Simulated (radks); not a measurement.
Valence configurations of the iridium ion Ir+ (all share [Xe]). Calculated with a radial shooting solver on a logarithmic mesh with Libxc functionals: Dirac Kohn-Sham, PBE, spin-unpolarised, spherical densities, finite nucleus; open shells are shared between the two j in proportion to 2j + 1; Fermi nuclear charge, rms radius 5.4032 fm. Energies are relative to 4f14 5d7 6s1; eigenvalues in eV.

4f14 5d7 6s1: E (eV) 0.000; e(4f5/2) -72.052; e(4f7/2) -68.933; e(5d3/2) -16.096; e(5d5/2) -14.829
4f12 5d7 6s1 6p2: E (eV) 154.89; e(4f5/2) -104.69; e(4f7/2) -101.35; e(5d3/2) -26.908; e(5d5/2) -25.156; e(6p1/2) -11.241
4f14 5d5 6s1 6p2: E (eV) 20.574; e(4f5/2) -82.045; e(4f7/2) -78.922; e(5d3/2) -23.490; e(5d5/2) -22.017; e(6p1/2) -10.960
4f14 5d5.5 6s0.5 6p2: E (eV) 18.231; e(4f5/2) -80.261; e(4f7/2) -77.139; e(5d3/2) -22.324; e(5d5/2) -20.892; e(6p1/2) -10.617
4f13 5d7 6s2: E (eV) 63.059; e(4f5/2) -86.279; e(4f7/2) -83.049; e(5d3/2) -19.824; e(5d5/2) -18.338
4f13 5d8 6s1: E (eV) 59.617; e(4f5/2) -82.792; e(4f7/2) -79.563; e(5d3/2) -17.421; e(5d5/2) -16.018
4f13.5 5d7 6s1 6p0.5: E (eV) 33.235; e(4f5/2) -79.869; e(4f7/2) -76.694; e(5d3/2) -18.667; e(5d5/2) -17.281; e(6p1/2) -8.791
4f14 5d6.5 6s1.5: E (eV) 1.021; e(4f5/2) -73.670; e(4f7/2) -70.550; e(5d3/2) -17.197; e(5d5/2) -15.891
4f12 5d9 6s1: E (eV) 128.87; e(4f5/2) -93.923; e(4f7/2) -90.583; e(5d3/2) -18.739; e(5d5/2) -17.198
4f13.5 5d7 6s1.5: E (eV) 29.922; e(4f5/2) -79.039; e(4f7/2) -75.864; e(5d3/2) -17.904; e(5d5/2) -16.529

NIST lists [Xe] 4f14 5d7 6s1 as the ground configuration; this level of theory agrees among the configurations tried. The energies are those of spherical spin-averaged densities, not of single terms.
